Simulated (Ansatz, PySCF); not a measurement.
The Ansatz (a program for electronic structure) input:
Ansatz 0.2 input:
```yaml
crystal:
  periodic: [false, false, false]
  atoms:
    - {symbol: C, position_ang: [1.76372903, -1.73662568, 0.07130148]}
    - {symbol: Sn, position_ang: [-0.01628524, -0.13562850, -0.03006054]}
    - {symbol: C, position_ang: [-1.93690710, -1.43671469, -0.67180903]}
    - {symbol: Cl, position_ang: [0.54789437, 1.48232711, -1.99334049]}
    - {symbol: Cl, position_ang: [-0.40507770, 0.67347787, 2.41398282]}
    - {symbol: H, position_ang: [1.46816842, -2.53232204, 0.74641837]}
    - {symbol: H, position_ang: [2.67201876, -1.26524498, 0.43134678]}
    - {symbol: H, position_ang: [1.92379636, -2.13256648, -0.92556909]}
    - {symbol: H, position_ang: [-2.68511086, -0.79754733, -1.12797528]}
    - {symbol: H, position_ang: [-2.34499204, -1.91167356, 0.21305304]}
    - {symbol: H, position_ang: [-1.60843387, -2.18786323, -1.38212146]}
basis:
  gaussian:
    orbitals: STO-3G
hamiltonian:
  xc: blyp
total_charge: -1
magnetization: {spin_polarized: true, initial_magnetization: 1}
accuracy: high
```

Task: Give the equivalent PySCF input.

Result: Several could match; the one computed here: 
```python
from pyscf import gto, scf, dft

mol = gto.M(
    atom='''
C     1.763729   -1.736626    0.071301
Sn   -0.016285   -0.135629   -0.030061
C    -1.936907   -1.436715   -0.671809
Cl    0.547894    1.482327   -1.993340
Cl   -0.405078    0.673478    2.413983
H     1.468168   -2.532322    0.746418
H     2.672019   -1.265245    0.431347
H     1.923796   -2.132566   -0.925569
H    -2.685111   -0.797547   -1.127975
H    -2.344992   -1.911674    0.213053
H    -1.608434   -2.187863   -1.382121
''',
    basis='sto-3g',
    charge=-1,
    spin=1,
    verbose=4,
)

mf = dft.UKS(mol)
mf.xc = 'blyp'
mf.grids.atom_grid = (99, 590)
mf.grids.prune = None
mf.kernel()
```

Both were run: Ansatz gave -6954.289487 Eh and PySCF -6954.289488 Eh, 0.002 mEh apart.
